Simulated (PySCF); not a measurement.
Delta-SCF ions had no search for a lower state. Excitations are Tamm–Dancoff values on a coarser integration grid. The basis has no diffuse functions, so Rydberg states are missing or too high.

Z-matrix (Å, degrees):
```
C
C 1 1.3178
F 1 1.3203 2 125.30
F 1 1.3203 2 125.30 3 -180.00
H 2 1.0786 1 119.60 3 0.00
H 2 1.0786 5 120.80 1 -180.00
```
Charge 0, multiplicity 1.

**Question.** Estimate the vertical ionisation energy (Delta-SCF), total energy, HOMO–LUMO gap, adiabatic ionisation energy (no zero-point term) and S1 excitation (TDA) that r2SCAN-D4/def2-TZVP run with PySCF 2.14.0 returns for this input.

**Answer.** 
- vertical ionisation energy (Delta-SCF) = 10.28 eV
- total energy = -277.0617 Ha
- HOMO–LUMO gap = 6.41 eV
- adiabatic ionisation energy (no zero-point term) = 9.89 eV
- S1 excitation (TDA) = 8.59 eV
